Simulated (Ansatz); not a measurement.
Pd3H3⁺, relaxed as a singlet with RKS PBE-D4/def2-TZVP in Ansatz, starting from the GFN1-xTB geometry. Force threshold 0.02 eV/Å.

In the def2 sets Pd takes a core potential; there is no spin–orbit coupling. The relaxation made no stability test and no search for a lower SCF solution. The structure comes from a short search, and lower isomers may exist.

Start:

```xyz
6

Pd    0.820   -0.226   -1.398
Pd   -0.515   -1.335    0.793
Pd   -0.915    1.353    0.128
H     0.462    1.124   -0.637
H    -0.652    0.201    1.194
H     0.800   -1.116   -0.080
```

| step | energy (eV) | largest force component (eV/Å) | SCF passes |
| --- | --- | --- | --- |
| 1 | -10486.4384 | 0.858 | 20 |
| 2 | -10486.5732 | 0.236 | 21 |
| 3 | -10486.6379 | 0.036 | 28 |
| 4 | -10486.6387 | 0.007 | 23 |

Force components are those of the run's own axes.

End:

Cartesian coordinates in Å:
```
Pd 0.7020 -0.2538 -1.4423
Pd -0.6012 -1.3373 0.6984
Pd -0.9918 1.2852 0.0467
H 0.5494 1.1267 -0.5397
H -0.5317 0.2280 1.2361
H 0.8734 -1.0488 0.0008
```

By distances, no bond broke or formed. The bond that changes most is Pd1–H4, from 1.59 to 1.66 Å (atoms count from 1).

No frequencies were taken in this run, so the end may be a saddle point.

Run time 5.5 s (4 threads of Arm Neoverse V2 on a shared host).
